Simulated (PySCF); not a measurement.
# ZnBi⁺: one state, many levels of theory

State: ³Σ⁻ (triplet), unpaired electrons π ↑↑. Set-up: basis Zn def2-SVP, Bi def2-SVP with ECP60; scalar-relativistic core potentials; PySCF 2.14. De refers to Zn + Bi⁺ in their high-spin ground configurations, without counterpoise correction. The functionals are run spin-unrestricted. A positive dipole points towards Bi; it is taken about the centre of mass and depends on that origin.

| Level | Re (Å) | ωe (cm⁻¹) | De (eV) | μ (D) |
| --- | --- | --- | --- | --- |
| ROHF | 2.799 | 148 | n/a | -5.98 |
| ROHF-MP2 | 2.715 | 167 | n/a | n/a |
| ROHF-SCS-MP2 | 2.746 | 159 | n/a | n/a |
| PBE | 2.698 | 160 | n/a | -4.61 |
| revPBE | 2.726 | 153 | n/a | -4.72 |
| r²SCAN | 2.665 | 168 | n/a | -5.03 |
| PBE0 | 2.697 | 162 | n/a | -5.05 |
| B97-3 | 2.742 | 152 | n/a | -4.86 |
| HSE06 | 2.697 | 162 | n/a | -4.97 |
| B2PLYP | 2.724 | 158 | n/a | -5.17 |

**Question.** What does a quarter of exact exchange do here, going from PBE to PBE0?

**Answer.** PBE0 less PBE: -0.1 pm in Re, +1.2 % in ωe. Exact exchange removes part of the self-interaction that spreads semilocal densities, and in most molecules shortens and stiffens the bond and lowers De; so it does here.

**Question.** What does the step from GGA to meta-GGA do here, going from PBE to r²SCAN?

**Answer.** r²SCAN less PBE: -3.3 pm in Re, +5.0 % in ωe. 

Correlated steps freeze 9 core orbitals. These are scalar-relativistic numbers at best; spin–orbit coupling would shift them, the dissociation energy most. B2PLYP dipoles, levels and charges come from its SCF part alone. The state is the lowest determinant that a PBE0 search found; another state may lie lower at other levels.

The whole job (state search and all levels along the bond) took about 3.1 min on 1 thread of Arm Neoverse V1 (shared host), peak memory 0.82 GiB.
